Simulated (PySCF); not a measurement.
Sn(Me)(Cl)3 (CH3Cl3Sn), SMILES [CH3][Sn]([Cl])([Cl])[Cl].

The structure is a stationary point at B3LYP-D3(BJ)/def2-SVP. The isomer is the one that the SMILES or the coordinates give; other isomers of the formula were not compared. The def2 effective core potentials stand for the cores of Sn; spin–orbit coupling is left out.

All values below come from B3LYP-D3(BJ)/def2-SVP in PySCF.

Frequencies are harmonic and unscaled.

Modes within 1.5 cm⁻¹ of each other (mostly degenerate sets) share a row, with their intensities summed.

```tsv
mode	ν (cm⁻¹)	IR (km/mol)	moving atoms (share of kinetic energy)
1	38	0.0	H 99 %
2–3	102	1.6	Cl 76 %, C 16 %
4–6	126	23.9	Cl 33 %, C 31 %, Sn 19 %, H 17 %
7	354	17.7	Cl 89 %
8–9	381	116.8	Cl 72 %, Sn 27 %
10	525	11.4	C 69 %, H 17 %, Sn 13 %
11–12	781	66.3	H 84 %, C 15 %
13	1199	0.5	H 83 %, C 17 %
14–15	1427	7.5	H 95 %
16	3060	0.1	H 98 %
17–18	3187	0.9	H 90 %, C 10 %
```
